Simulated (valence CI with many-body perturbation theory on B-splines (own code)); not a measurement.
E1 line list for Si VIII

Calculated by relativistic CI+MBPT: five valence electrons over a frozen Dirac-Fock core [He], a basis of 11 s, 11 p, 10 d, 8 f, 5 g, 2 h functions for each j, with the one-electron correlation potential Σ1, the two-electron term Σ2, the three-electron term Σ3, Breit, model QED; selected CI, second order for the rest, scaled by the run's own slope (own B-spline code, finite nucleus).

No measured spectrum was set against this ion. As an estimate, levels hold to about 100 cm⁻¹ or 0.05 % of their energy and the worst to 300 or 400 cm⁻¹, as in measured light ions of charge 2 to 7. Among the levels kept, up to 5700 cm⁻¹ of a level comes from second order outside the variational space, and about a tenth of that is noise between levels of different J, which matters for small intervals.

Lines 301 to 350 of 600 in falling wavelength, among levels below 244.28 eV, chosen from the strongest by gf and those to the six lowest levels. Wavelengths and rates use the calculated energies, so an error of 300 cm⁻¹ moves a line at 288.0 Å by 0.086 % and its rate by three times that or more. Electric multipoles are in the length gauge, E1 and E2 with the static RPA response of the core. Weak lines are less certain than strong ones. Lines between different terms over intervals too small for the method are left out, as are lines whose strength nearly cancels. Where a level lies close to another of its J and parity, the split of strength between their lines is uncertain. The highest levels of a list are the least certain.

Names give the largest LS component (configuration and term), which can be under half, so a name can repeat, a term be missing and a line seem to break the LS rules; names also repeat where a configuration has a term twice. Letters in brackets count levels of one name in rising energy.

| λ vac (Å) | Upper | Lower | A (s⁻¹) | S (a.u.) with core polarisation | S without |
| --- | --- | --- | --- | --- | --- |
| 288.0 | 2s.2p3.3p 4D_7/2 [b] | 2s2.2p2.3p 4D°_7/2 | 3.87e+09 | 3.65e-01 | 3.67e-01 |
| 287.0 | 2s.2p3.3s 4P°_1/2 | 2s2.2p2.3s 4P_3/2 | 7.27e+09 | 1.70e-01 | 1.70e-01 |
| 286.8 | 2s.2p3.3s 4P°_5/2 | 2s2.2p2.3s 4P_3/2 | 2.13e+09 | 1.49e-01 | 1.50e-01 |
| 285.7 | 2s.2p3.3p 4D_5/2 [b] | 2s2.2p2.3p 4D°_5/2 | 2.31e+09 | 1.60e-01 | 1.60e-01 |
| 285.6 | 2s.2p3.3p 2D_5/2 [b] | 2s2.2p2.3p 2D°_5/2 [a] | 5.85e+09 | 4.03e-01 | 4.05e-01 |
| 285.1 | 2s.2p3.3s 4P°_3/2 | 2s2.2p2.3s 4P_1/2 | 3.40e+09 | 1.55e-01 | 1.56e-01 |
| 282.8 | 2s.2p3.3p 2D_3/2 [b] | 2s2.2p2.3p 2D°_3/2 [a] | 5.54e+09 | 2.47e-01 | 2.49e-01 |
| 282.5 | 2s.2p3.3s 2P°_3/2 [a] | 2s2.2p2.3s 2P_3/2 | 4.58e+09 | 2.04e-01 | 2.05e-01 |
| 280.7 | 2s.2p3.3p 4P_5/2 [c] | 2s2.2p2.3p 4P°_5/2 | 1.73e+09 | 1.13e-01 | 1.14e-01 |
| 276.9 | 2s.2p4 2D_5/2 | 2s2.2p3 2D°_5/2 | 8.42e+09 | 5.29e-01 | 5.32e-01 |
| 276.9 | 2s.2p4 2D_3/2 | 2s2.2p3 2D°_5/2 | 7.37e+08 | 3.09e-02 | 3.10e-02 |
| 276.9 | 2s.2p3.3p 4P_5/2 [c] | 2s2.2p2.3p 4D°_7/2 | 5.57e+09 | 3.50e-01 | 3.51e-01 |
| 276.8 | 2s.2p4 2D_5/2 | 2s2.2p3 2D°_3/2 | 3.59e+08 | 2.25e-02 | 2.27e-02 |
| 276.7 | 2s.2p4 2D_3/2 | 2s2.2p3 2D°_3/2 | 8.64e+09 | 3.61e-01 | 3.63e-01 |
| 274.7 | 2s.2p3.3p 4P_3/2 [c] | 2s2.2p2.3p 4D°_5/2 | 5.09e+09 | 2.08e-01 | 2.09e-01 |
| 272.7 | 2s.2p3.3p 2S_1/2 | 2s2.2p2.3p 2P°_3/2 [a] | 6.57e+09 | 1.32e-01 | 1.32e-01 |
| 269.1 | 2s2.2p2.4s 2D_3/2 | 2s2.2p2.3p 2D°_3/2 [b] | 1.23e+10 | 4.73e-01 | 4.75e-01 |
| 268.9 | 2s2.2p2.4s 2D_5/2 | 2s2.2p2.3p 2D°_5/2 [b] | 1.44e+10 | 8.27e-01 | 8.29e-01 |
| 267.4 | 2s.2p3.3p 2F_5/2 [b] | 2s2.2p2.3p 2D°_3/2 [b] | 1.79e+09 | 1.02e-01 | 1.02e-01 |
| 266.5 | 2s.2p3.3p 2F_7/2 [b] | 2s2.2p2.3p 2D°_5/2 [b] | 1.83e+09 | 1.37e-01 | 1.38e-01 |
| 260.8 | 2s2.2p2.4s 4P_3/2 | 2s2.2p2.3p 4S°_3/2 | 4.16e+09 | 1.46e-01 | 1.46e-01 |
| 258.7 | 2s2.2p2.4s 4P_5/2 | 2s2.2p2.3p 4S°_3/2 | 5.17e+09 | 2.65e-01 | 2.65e-01 |
| 258.6 | 2s2.2p2.4s 2D_5/2 | 2s2.2p2.3p 2F°_7/2 | 1.42e+10 | 7.29e-01 | 7.30e-01 |
| 257.8 | 2s2.2p2.4s 2D_3/2 | 2s2.2p2.3p 2F°_5/2 | 1.57e+10 | 5.32e-01 | 5.33e-01 |
| 256.7 | 2s.2p3.3s 2P°_3/2 [b] | 2s2.2p2.3s 2S_1/2 | 4.70e+09 | 1.57e-01 | 1.58e-01 |
| 256.5 | 2s.2p3.3s 2P°_1/2 [b] | 2s2.2p2.3s 2S_1/2 | 5.43e+09 | 9.05e-02 | 9.10e-02 |
| 256.5 | 2p5 2P°_3/2 | 2s.2p4 2D_5/2 | 1.35e+10 | 4.49e-01 | 4.51e-01 |
| 256.3 | 2s.2p3.3p 2F_7/2 [b] | 2s2.2p2.3p 2F°_7/2 | 1.68e+10 | 1.12e+00 | 1.12e+00 |
| 256.3 | 2s.2p3.3p 2F_5/2 [b] | 2s2.2p2.3p 2F°_5/2 | 1.63e+10 | 8.12e-01 | 8.16e-01 |
| 255.4 | 2s2.2p2.4s 2P_3/2 | 2s2.2p2.3p 2D°_5/2 [a] | 9.90e+09 | 3.26e-01 | 3.26e-01 |
| 255.2 | 2s2.2p2.4s 2P_1/2 | 2s2.2p2.3p 2D°_3/2 [a] | 1.08e+10 | 1.77e-01 | 1.77e-01 |
| 253.4 | 2s.2p3.3s 2D°_3/2 [b] | 2s2.2p2.3s 2D_3/2 | 1.85e+10 | 5.96e-01 | 5.99e-01 |
| 253.4 | 2s.2p3.3s 2D°_5/2 [b] | 2s2.2p2.3s 2D_5/2 | 1.95e+10 | 9.40e-01 | 9.45e-01 |
| 252.7 | 2p5 2P°_1/2 | 2s.2p4 2D_3/2 | 1.51e+10 | 2.40e-01 | 2.42e-01 |
| 250.6 | 2s.2p4 2S_1/2 | 2s2.2p3 2P°_3/2 | 1.11e+10 | 1.72e-01 | 1.73e-01 |
| 250.3 | 2s.2p4 2S_1/2 | 2s2.2p3 2P°_1/2 | 7.77e+09 | 1.20e-01 | 1.21e-01 |
| 249.3 | 2s2.2p2.4s 4P_5/2 | 2s2.2p2.3p 4P°_5/2 | 2.19e+09 | 1.01e-01 | 1.00e-01 |
| 246.5 | 2s2.2p2.4s 4P_1/2 | 2s2.2p2.3p 4D°_3/2 | 6.90e+09 | 1.02e-01 | 1.02e-01 |
| 246.5 | 2s2.2p2.4s 4P_3/2 | 2s2.2p2.3p 4D°_5/2 | 8.57e+09 | 2.53e-01 | 2.53e-01 |
| 246.3 | 2s2.2p2.4s 4P_5/2 | 2s2.2p2.3p 4D°_7/2 | 1.12e+10 | 4.95e-01 | 4.95e-01 |
| 245.8 | 2s2.2p2.4s 4P_1/2 | 2s2.2p2.3p 4D°_1/2 | 5.97e+09 | 8.75e-02 | 8.74e-02 |
| 245.2 | 2s2.2p2.4s 4P_3/2 | 2s2.2p2.3p 4D°_3/2 | 3.52e+09 | 1.03e-01 | 1.03e-01 |
| 244.6 | 2s2.2p2.4s 4P_5/2 | 2s2.2p2.3p 4D°_5/2 | 1.91e+09 | 8.29e-02 | 8.30e-02 |
| 241.5 | 2s.2p3.3p 2P_1/2 [c] | 2s2.2p2.3p 2P°_1/2 [a] | 8.09e+09 | 1.12e-01 | 1.13e-01 |
| 241.5 | 2s.2p3.3p 2P_3/2 [c] | 2s2.2p2.3p 2P°_3/2 [a] | 9.31e+09 | 2.59e-01 | 2.60e-01 |
| 235.8 | 2s.2p3.3p 2P_3/2 [c] | 2s2.2p2.3p 2D°_5/2 [a] | 9.56e+09 | 2.47e-01 | 2.49e-01 |
| 235.4 | 2s.2p4 2P_3/2 | 2s2.2p3 2P°_3/2 | 6.72e+09 | 1.73e-01 | 1.74e-01 |
| 235.1 | 2s.2p4 2P_3/2 | 2s2.2p3 2P°_1/2 | 1.71e+09 | 4.38e-02 | 4.41e-02 |
| 235.1 | 2s2.2p2.4s 2D_5/2 | 2s2.2p2.3p 2D°_5/2 [a] | 2.30e+09 | 8.86e-02 | 8.88e-02 |
| 233.7 | 2s.2p3.3p 2P_1/2 [c] | 2s2.2p2.3p 2D°_3/2 [a] | 1.30e+10 | 1.63e-01 | 1.64e-01 |
